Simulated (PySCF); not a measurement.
**Dipole response of He⁺ (helium, charge +1)**

1s1, 2S determinant. Calculation: PySCF 2.14, in aug-cc-pVQZ-DK; scalar relativity by spin-free X2C-1e. Coupled (time-dependent) response in atomic units; α is the mean over directions.

| method | mean α (bohr³) | C₆ (like pair) | S(−4) |
| --- | --- | --- | --- |
| UHF | 0.2805 | 0.1014 | 0.1029 |

S(−4) is the Cauchy moment in α(ω) = α(0) + S(−4) ω² + …

α(iu) at UHF:

```tsv
u (hartree)	α(iu) (bohr³)
0	0.2805
0.0500	0.2802
0.100	0.2794
0.200	0.2764
0.300	0.2715
0.500	0.2571
0.750	0.2332
1.00	0.2069
1.50	0.1576
2.00	0.1193
3.00	0.07161
5.00	0.03225
```

For a non-relativistic one-electron ion the exact value is 9/(2Z⁴) = 0.2812 bohr³; Hartree-Fock is exact here up to the basis and relativity.

For an ion, C₆ is the dispersion term alone; charge-induced terms of lower order in 1/R come first.
